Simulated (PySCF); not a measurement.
**As⁺ (arsenic, charge +1): LDA calculation**

Configuration: [Ar] 3d10 4s2 4p1 4d1, one real determinant (an excited configuration). Calculation: PySCF 2.14, in aug-cc-pVDZ-DK; scalar relativity by spin-free X2C-1e.

* Total energy: -2256.389 hartree
* One-electron energy: -3128.176 hartree
* Hartree (Coulomb) energy: 952.243 hartree
* Exchange-correlation energy: -80.456 hartree
* ⟨S²⟩: 2.0004
* ⟨L²⟩: 8.002
* Sum of ⟨r⟩: 22.60 bohr
* Sum of ⟨r²⟩: 36.37 bohr²
* Traceless quadrupole moment −½Σ⟨3z² − r²⟩ along its main axis: 1.61 e·bohr²
* Langevin diamagnetic susceptibility: -28.8 ×10⁻⁶ cm³/mol

```tsv
shell	electrons	mean orbital energy (eV)	spread (eV)	rms radius, mean of both spins (bohr)
1s α	1	-11699.0	0	0.0525
1s β	1	-11698.9	0	0.0525
2s α	1	-1497.7	0	0.220
2s β	1	-1497.6	0	0.220
2p α	3	-1317.0	0.098	0.196
2p β	3	-1316.9	0.151	0.196
3s α	1	-203.00	0	0.642
3s β	1	-202.91	0	0.642
3p α	3	-147.00	0.368	0.669
3p β	3	-146.90	0.461	0.669
3d α	5	-54.434	0.347	0.759
3d β	5	-54.280	0.499	0.759
4s α	1	-26.522	0	1.96
4s β	1	-25.360	0	1.96
4p α	1	-16.001	0	2.39
4d α	1	-4.787	0	3.66
```

⟨L²⟩ = 8.00 against 12 for a pure F term, so this real determinant mixes terms. The outer electron is Rydberg-like, and this basis confines it to a smaller radius and binds it less than a complete one would.

Densities and radii are taken from the X2C orbitals without a picture-change correction, which distorts them close to the nucleus.
